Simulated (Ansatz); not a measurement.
The first iterations of a band of FH + GeH4 (7 atoms, charge 0, multiplicity 1).

Theory: Ansatz 0.2.0, RKS revPBE-D4/def2-SVP.

```yaml
movable_images: 9
climbing_image: yes
spring: 5.0 eV/Å²
optimiser: quadratic models (default)
start_path: through a guess of the saddle point
force_threshold: 0.05 eV/Å
iteration_limit: 60
end_points: relaxed
```

Image 0:

```xyz
7
Properties=species:S:1:pos:R:3
Ge 0.257 0.000 -0.116
H 0.192 0.000 1.444
H 1.756 0.000 -0.513
H -0.434 1.274 -0.652
H -0.434 -1.274 -0.652
F -2.521 0.000 1.384
H -1.701 0.000 1.837
```

Image 10:

```xyz
7
Properties=species:S:1:pos:R:3
Ge -0.234 0.001 -0.795
H -0.560 -0.002 3.547
H 1.146 0.002 -0.088
H -0.469 1.287 -1.628
H -0.469 -1.288 -1.625
F -1.460 0.002 0.489
H -0.839 -0.001 2.833
```

| iteration | highest image above the first end (eV) | largest band force component (eV/Å) |
| --- | --- | --- |
| 1 | 2.775 | 4.097 |
| 2 | 1.810 | 2.332 |
| 3 | 1.402 | 3.872 |
| 4 | 1.502 | 2.645 |

Does the band converge within its limit, and where does its top end?

It converged. It ended after 14 iterations with the highest image 1.399 eV above the first end. A vibrational analysis at the climbing image gives 2 clearly imaginary modes (1110i, 193i cm⁻¹): a point of higher order, so a lower path passes nearby. The orbitals stay closed-shell, which can raise the energy where a bond breaks towards radicals; this wasn't checked here.

The run took 4.9 min on 1 thread of Arm Neoverse N1, on a shared host, peak memory 0.13 GiB.
